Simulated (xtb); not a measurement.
Job for xtb: GFN2-xTB on HKO (SMILES [OH][K]), a point of a bond scan (R = 3.064 Å).

```
$ xtb mol.xyz --gfn 2 --sp --chrg 0 --uhf 0
3

K     -0.00000000    -0.00000000    -0.74842630
O      0.00000000     0.00000000     1.47363496
H      0.00000000     0.00000000     4.53726728
```

The head of its log:

```
[...]
           -------------------------------------------------
          |                Calculation Setup                |
           -------------------------------------------------



molecular fragmentation (1/2 indicates fragments):
112
# atoms in fragment 1/2:     2     1
 fragment masses (1/2) :       55.10        1.01
CMA distance (Bohr)    :   8.769
constraining FC (au)   :  0.0500

           -------------------------------------------------
          |                 G F N 2 - x T B                 |
           -------------------------------------------------

        Reference                      10.1021/acs.jctc.8b01176
      * Hamiltonian:
        H0-scaling (s, p, d)           1.850000    2.230000    2.230000
        zeta-weighting                 0.500000
      * Dispersion:
        s8                             2.700000
        a1                             0.520000
        a2                             5.000000
        s9                             5.000000
      * Repulsion:
        kExp                           1.500000    1.000000
        rExp                           1.000000
      * Coulomb:
        alpha                          2.000000
        third order                    shell-resolved
        anisotropic                    true
        a3                             3.000000
        a5                             4.000000
        cn-shift                       1.200000
        cn-exp                         4.000000
        max-rad                        5.000000


          ...................................................
          :                      SETUP                      :
          :.................................................:
          :  # basis functions                   9          :
          :  # atomic orbitals                   9          :
          :  # shells                            5          :
          :  # electrons                         8          :
          :  max. iterations                   250          :
          :  Hamiltonian                  GFN2-xTB          :
          :  restarted?                      false          :
          :  GBSA solvation                  false          :
          :  PC potential                    false          :
          :  electronic temp.          300.0000000     K    :
          :  accuracy                    1.0000000          :
          :  -> integral cutoff          0.2500000E+02      :
          :  -> integral neglect         0.1000000E-07      :
          :  -> SCF convergence          0.1000000E-05 Eh   :
          :  -> wf. convergence          0.1000000E-03 e    :
          :  Broyden damping             0.4000000          :
          :  net charge                          0          :
          :  unpaired electrons                  0          :
          ...................................................

 iter      E             dE          RMSdq      gap      omega  full diag
   1     -3.9396381 -0.393964E+01  0.179E+01    0.03       0.0  T
   2     -4.0370357 -0.973977E-01  0.135E+01    1.95       1.0  T
```

### Question
Give the final energy of this run.

### Answer
-4.5292 hartree.
